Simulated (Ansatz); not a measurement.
Mulliken charges of CH4BFOSi (`FB1OC[SiH2]1`) from r2SCAN/def2-TZVPP in Ansatz (PBE0-D4/def2-TZVP geometry).

```csv
atom,x (Å),y (Å),z (Å),charge (e)
F1,-1.033,2.137,1.282,-0.266
B2,-0.497,1.089,0.696,0.419
O3,0.498,0.370,1.282,-0.258
C4,0.797,-0.686,0.311,-0.034
Si5,-0.520,-0.082,-0.944,0.126
H6,1.843,-0.606,0.014,0.071
H7,0.629,-1.655,0.782,0.071
H8,-1.642,-1.023,-1.198,-0.064
H9,0.013,0.409,-2.242,-0.064
```

Problem. By hand: the dipole of these point charges (1 e Å = 4.8032 D).

Solution. Σ q r = (0.125, -0.316, -0.233) e Å, of length 0.412 e Å = 1.98 D.

Problem. How does the dipole of the full density compare? (Estimate.)

Solution. The calculation gave: (0.091, -0.316, -0.288) e Å, 2.10 D; the point charges give 0.94 times that, at 8° from its direction.

Point charges leave out the atoms' own dipoles, such as those of lone pairs, and Mulliken's split depends on the basis, so the close match here is no proof of good charges.
